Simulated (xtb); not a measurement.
H$_{12}$Si$_{5}$, charge +1, doublet, from a rough starting geometry (a state made from the parent by changing its charge; the spin is typed, not shown lowest); GFN2-xTB (xtb).

Here is a job for xtb.
```
$ xtb mol.xyz --gfn 2 --chrg 1 --uhf 1 --opt vtight --json

# file mol.xyz
17

Si    -0.36515408    -0.81391896    -2.12222416
Si    -0.03239094     0.03166260    -0.01873281
Si    -0.00481836     2.36297430    -0.11804564
Si    -1.65788285    -0.67431595     1.46581311
Si     2.05026267    -0.70957631     0.77110508
H     -1.67327444    -0.49126448    -2.70495146
H     -0.41716690    -2.33962557    -2.18912220
H      0.62856087    -0.46622907    -3.12523980
H      0.22954767     2.97119878     1.16052932
H     -1.29532948     2.88841423    -0.57997011
H      1.00876379     2.85049832    -1.03797700
H     -2.98764454    -0.28109785     1.07775133
H     -1.72350208    -2.19087998     1.56674042
H     -1.47158585    -0.26141722     2.80635900
H      2.14980363    -2.23892873     0.80494268
H      3.17804299    -0.25427254    -0.12747187
H      2.42016281    -0.19219717     2.09571854
```

Question: What does xtb print? Leave out banner, timings and long lists.

Answer: 
```
   ID    Z sym.   atoms
    1   14 Si     1-5
    2    1 H      6-17

           -------------------------------------------------
          |                Calculation Setup                |
           -------------------------------------------------

           -------------------------------------------------
          |                 G F N 2 - x T B                 |
           -------------------------------------------------

          ...................................................
          :                      SETUP                      :
          :.................................................:
          :  # basis functions                  62          :
          :  # atomic orbitals                  57          :
          :  # shells                           27          :
          :  # electrons                        31          :
          :  max. iterations                   250          :
          :  Hamiltonian                  GFN2-xTB          :
          :  restarted?                      false          :
          :  GBSA solvation                  false          :
          :  PC potential                    false          :
          :  electronic temp.          300.0000000     K    :
          :  accuracy                    1.0000000          :
          :  -> integral cutoff          0.2500000E+02      :
          :  -> integral neglect         0.1000000E-07      :
          :  -> SCF convergence          0.1000000E-05 Eh   :
          :  -> wf. convergence          0.1000000E-03 e    :
          :  Broyden damping             0.4000000          :
          :  net charge                          1          :
          :  unpaired electrons                  1          :
          ...................................................

 iter      E             dE          RMSdq      gap      omega  full diag
   1    -14.1979646 -0.141980E+02  0.548E+00    4.09       0.0  T
   2    -14.3803431 -0.182379E+00  0.323E+00    3.70       1.0  T
   3    -14.3797858  0.557273E-03  0.301E+00    3.62       1.0  T
   4    -14.3878478 -0.806199E-02  0.218E+00    3.68       1.0  T
   5    -14.3862595  0.158836E-02  0.181E+00    3.69       1.0  T
   6    -14.3924965 -0.623704E-02  0.112E+00    3.71       1.0  T
   7    -14.3934867 -0.990180E-03  0.583E-01    3.73       1.0  T
   8    -14.3942939 -0.807256E-03  0.391E-01    3.73       1.0  T
   9    -14.3946607 -0.366720E-03  0.290E-01    3.72       1.0  T
[...]
 * total energy  :   -14.2859174 Eh     change       -0.2651043E-06 Eh
 * total energy  :   -14.2859177 Eh     change       -0.2989401E-06 Eh
 * total energy  :   -14.2859182 Eh     change       -0.5027422E-06 Eh
 * total energy  :   -14.2859190 Eh     change       -0.7937955E-06 Eh
 * total energy  :   -14.2859198 Eh     change       -0.8859760E-06 Eh
 * total energy  :   -14.2859205 Eh     change       -0.6700050E-06 Eh
 * total energy  :   -14.2859210 Eh     change       -0.4743074E-06 Eh
 * total energy  :   -14.2859213 Eh     change       -0.3628388E-06 Eh
 * total energy  :   -14.2859218 Eh     change       -0.4049231E-06 Eh
 * total energy  :   -14.2859221 Eh     change       -0.3442448E-06 Eh
 * total energy  :   -14.2859223 Eh     change       -0.1648560E-06 Eh
 * total energy  :   -14.2859223 Eh     change       -0.4887151E-07 Eh
   *** GEOMETRY OPTIMIZATION CONVERGED AFTER 174 ITERATIONS ***
         :: total energy             -14.285922312678 Eh    ::
[...]

 ---------------------------------------------------------------------------
     #   Z sym  total        # sym  WBO       # sym  WBO       # sym  WBO
 ---------------------------------------------------------------------------
     1  14 Si   3.607 --     6 H    0.890     8 H    0.890     7 H    0.888
                             2 Si   0.745     3 Si   0.106
     2  14 Si   3.327 --     3 Si   0.751     4 Si   0.749     5 Si   0.746
                             1 Si   0.745
     3  14 Si   3.611 --    10 H    0.890    11 H    0.890     9 H    0.888
                             2 Si   0.751     1 Si   0.106
     4  14 Si   3.610 --    14 H    0.890    13 H    0.890    12 H    0.888
                             2 Si   0.749     5 Si   0.105
     5  14 Si   3.607 --    17 H    0.890    15 H    0.890    16 H    0.888
                             2 Si   0.746     4 Si   0.105
     6   1 H    0.994 --     1 Si   0.890
     7   1 H    0.991 --     1 Si   0.888
     8   1 H    0.994 --     1 Si   0.890
     9   1 H    0.991 --     3 Si   0.888
    10   1 H    0.994 --     3 Si   0.890
    11   1 H    0.994 --     3 Si   0.890
    12   1 H    0.991 --     4 Si   0.888
    13   1 H    0.994 --     4 Si   0.890
    14   1 H    0.994 --     4 Si   0.890
    15   1 H    0.994 --     5 Si   0.890
    16   1 H    0.991 --     5 Si   0.888
    17   1 H    0.994 --     5 Si   0.890
 ---------------------------------------------------------------------------

Topologies differ in total number of bonds
Writing topology from bond orders to xtbtopo.mol

molecular dipole:
                 x           y           z       tot (Debye)
 q only:        0.005       0.013      -0.050
   full:        0.008       0.012      -0.045       0.119
molecular quadrupole (traceless):
                xx          xy          yy          xz          yz          zz
 q only:        1.076      -0.003       1.419      -1.045      -0.005      -2.496
  q+dip:        1.459      -0.010       1.900      -1.415      -0.022      -3.359
   full:        0.867       0.000       1.131      -0.810       0.032      -1.998

optimized geometry written to: xtbopt.xyz

           -------------------------------------------------
          | TOTAL ENERGY              -14.285922312678 Eh   |
          | GRADIENT NORM               0.001055423710 Eh/α |
          | HOMO-LUMO GAP               2.884984011217 eV   |
           -------------------------------------------------

normal termination of xtb
```
